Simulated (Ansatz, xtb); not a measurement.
**Ranking isomers of BrFH6Si3**

5 gas-phase structures of BrFH6Si3, from a drawn sample of its isomers (lower ones may exist). Each was relaxed with GFN2-xTB; where two conformers were screened, the lower at r2SCAN-D4/def2-SVP is listed:

A. `F[Si@@H]([SiH3])[SiH2]Br`, a singlet
B. `F[SiH2][Si@@H]([SiH3])Br`, a singlet
C. `F[Si]([SiH3])([SiH3])Br`, a singlet
D. `F[SiH2][SiH2][SiH2]Br`, a singlet
E. `F[Si@@H](Br)[SiH2][SiH3]`, a singlet

Problem. Estimate their order in r2SCAN-D4/def2-SVP energy at these geometries, lowest first.

Solution. Calculated order at r2SCAN-D4/def2-SVP: E (0.0), C (4.9), B (18.5), D (19.6), A (29.1) kJ/mol. Less than 1 kcal/mol parts B and D, so the order within that pair means little.

Energies above the lowest of each column, in kJ/mol; the last columns are at B3LYP/def2-SVP geometries:

```json
{"structure": "E", "GFN2-xTB": "15.2", "HF/STO-3G": "2.5", "r2SCAN-D4/def2-SVP": "0.0", "B3LYP/def2-SVP": "0.0", "CCSD(T)/def2-SVP + ΔMP2/def2-TZVPP": "0.0"}
{"structure": "C", "GFN2-xTB": "23.7", "HF/STO-3G": "0.0", "r2SCAN-D4/def2-SVP": "4.9", "B3LYP/def2-SVP": "6.9", "CCSD(T)/def2-SVP + ΔMP2/def2-TZVPP": "9.4"}
{"structure": "B", "GFN2-xTB": "1.8", "HF/STO-3G": "15.5", "r2SCAN-D4/def2-SVP": "18.5", "B3LYP/def2-SVP": "14.9", "CCSD(T)/def2-SVP + ΔMP2/def2-TZVPP": "13.5"}
{"structure": "D", "GFN2-xTB": "2.3", "HF/STO-3G": "10.7", "r2SCAN-D4/def2-SVP": "19.6", "B3LYP/def2-SVP": "15.5", "CCSD(T)/def2-SVP + ΔMP2/def2-TZVPP": "13.0"}
{"structure": "A", "GFN2-xTB": "0.0", "HF/STO-3G": "18.1", "r2SCAN-D4/def2-SVP": "29.1", "B3LYP/def2-SVP": "21.3", "CCSD(T)/def2-SVP + ΔMP2/def2-TZVPP": "22.3"}
```

CCSD(T)/def2-SVP + ΔMP2/def2-TZVPP puts E lowest; GFN2-xTB picks A, HF/STO-3G picks C. CCSD(T)/def2-SVP + ΔMP2/def2-TZVPP orders those it was run on as E (0.0), C (9.4), D (13.0), B (13.5), A (22.3) kJ/mol. Less than 1 kcal/mol parts C and D; D and B, so the order within those pairs means little. Flexible structures stand in one conformer each, not always the lowest. ΔMP2 is the change of the MP2 energy from the smaller to the larger basis.

Over these structures GFN2-xTB departs from r2SCAN-D4/def2-SVP by 18.3 kJ/mol on average once a common shift is removed. A GFN2-xTB relaxation took about 0.13 s and the r2SCAN-D4/def2-SVP energy about 1.9 s on a shared host (Ansatz 0.2.0, xtb 6.7.1).
